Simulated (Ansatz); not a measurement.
Relaxation of H₆OSn (8 atoms, charge 0, multiplicity 1), to a largest force component of 0.03 eV/Å in at most 50 steps.

Method: RKS LDA/def2-mTZVP in Ansatz 0.2.0.

```xyz
8
Properties=species:S:1:pos:R:3
Sn -0.134 0.131 0.006
O -0.064 0.072 1.975
H -0.951 0.104 2.379
H 1.506 0.243 -0.449
H -1.031 1.526 -0.442
H -0.889 -1.298 -0.571
H 1.404 -2.157 1.038
H 1.125 -1.748 1.563
```

**Question.** Where does it end, and by what steps?

**Answer.** The run converged. After 6 steps the energy has fallen by 0.072 eV; H7 moved furthest, 0.39 Å.

```
step  energy less start (eV)  largest force component (eV/Å)  accepted
   0                  0.0000                           1.341       yes
   1                 -0.0644                           0.058       yes
   2                 -0.0654                           0.261       yes
   3                 -0.0698                           0.070       yes
   4                 -0.0704                           0.249       yes
   5                 -0.0716                           0.083       yes
   6                 -0.0724                           0.020       yes
```

```xyz
8
Properties=species:S:1:pos:R:3
Sn -0.178 0.214 -0.071
O -0.008 0.062 1.904
H -0.879 0.049 2.347
H 1.446 0.379 -0.560
H -1.129 1.599 -0.413
H -0.916 -1.212 -0.678
H 1.508 -2.401 1.319
H 1.122 -1.817 1.650
```

Whether the end is a true minimum wasn't checked by a vibrational analysis.

The run took 8.7 s on 1 thread of AMD EPYC 7R43 64-Core Processor (Zen 3) (shared host), peak memory 0.15 GiB.
